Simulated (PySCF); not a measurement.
**MN15 on Xe(50+) (xenon, charge +50)**

Configuration: [He] 2s2, closed-shell 1S. Calculation: PySCF 2.14, in an even-tempered Gaussian basis (19 s from 27 bohr⁻², ratio 2.2; 8 p from 40 bohr⁻², ratio 2.4; 5 d from 120 bohr⁻², ratio 2.4; 5 f from 180 bohr⁻², ratio 2.4; 4 g from 270 bohr⁻², ratio 2.4); the spin-free X2C one-electron Hamiltonian (Gaussian nucleus).

```
Total energy                : -3720.11 hartree
One-electron energy         : -3805.23 hartree
Hartree (Coulomb) energy    : 138.08 hartree
Exchange-correlation energy : -52.96 hartree
⟨S²⟩                        : 0.0000
⟨L²⟩                        : 0.000
Sum of ⟨r⟩                  : 0.2669 bohr
Sum of ⟨r²⟩                 : 0.02908 bohr²
```

```json
{"shell": "1s", "electrons": "2", "mean orbital energy (eV)": "-39385.8", "rms radius, mean of both spins (bohr)": "0.0303"}
{"shell": "2s", "electrons": "2", "mean orbital energy (eV)": "-9536.7", "rms radius, mean of both spins (bohr)": "0.117"}
```

Densities and radii are taken from the X2C orbitals without a picture-change correction, which distorts them close to the nucleus.
